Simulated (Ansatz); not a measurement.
Ideal-gas functions of `[AsH2][InH2]` at 298.15 K and 1 bar, from an Ansatz frequency run at PBE0-D4/def2-TZVP.

Molar mass 193.77 g/mol, point group Cs (symmetry number 1), electronic degeneracy 1, moments of inertia 9.191, 318.761, 323.654 u Å². Harmonic wavenumbers (cm⁻¹, unscaled): 154, 215, 305, 412, 555, 589, 596, 986, 1805, 1808, 2205, 2218.

Use S(trans) = R[1.5 ln M + 2.5 ln T − 1.1517]; rotational temperatures θ = 24.2544 K / I; S(rot) = R[ln(√π/σ · √(T³/θAθBθC)) + 1.5]; for each mode x = 1.438777 ν̃/T, S = R[x/(eˣ − 1) − ln(1 − e⁻ˣ)] and H = RT x/(eˣ − 1); 1 cm⁻¹ = 0.0119627 kJ/mol; R = 8.31446 J/(mol·K).

**Question.** By hand: the entropy, in J/(mol·K).

**Answer.** Translation 174.5. Rotation: θ = 2.6389, 0.0761, 0.0749 K, giving 105.7. Vibration, mode by mode: 10.97, 8.37, 5.81, 3.85, 2.23, 1.96, 1.91, 0.41, 0.01, 0.01, 0.00, 0.00, in all 35.6. Electronic 0.0. Sum 315.8 J/(mol·K).

**Question.** By hand: H − E and G − E in kJ/mol, counted from the electronic energy.

**Answer.** Zero-point energy ½ × 11848 × 0.0119627 = 70.9; thermal vibration 6.4; translation, rotation and pV give 4 RT = 9.9. H − E = 87.2 kJ/mol, and G − E = 87.2 − 298.15 × 315.8/1000 = -7.0 kJ/mol.

Vibration gives 11 % of the entropy.
